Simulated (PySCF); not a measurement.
Cu⁺: excitation energy

Cu⁺ [Ar] 3d10 (1S) → Cu⁺ [Ar] 3d9 4s1 (3D), as a difference of total energies. Computed with PySCF 2.14 in aug-cc-pVTZ-PP with ECP10MDF, with a scalar-relativistic core potential. Correlated levels: valence: 3s2 3p6 frozen. The calculations carry no spin-orbit coupling.

```tsv
method	excitation energy (eV)
UHF	0.623
MP2 (valence)	3.399
SCS-MP2 (valence)	3.136
CCSD (valence)	2.418
CCSD(T) (valence)	2.587
```

Errors of the correlated levels include the incompleteness of this basis and the frozen core.

Which method comes closest to the reference value, and which is furthest?

The reference is 2.808 eV (measured; NIST levels, between the centres of gravity of the two terms). Closest: CCSD(T) (valence) (error -0.221 eV); furthest: UHF (error -2.185 eV).
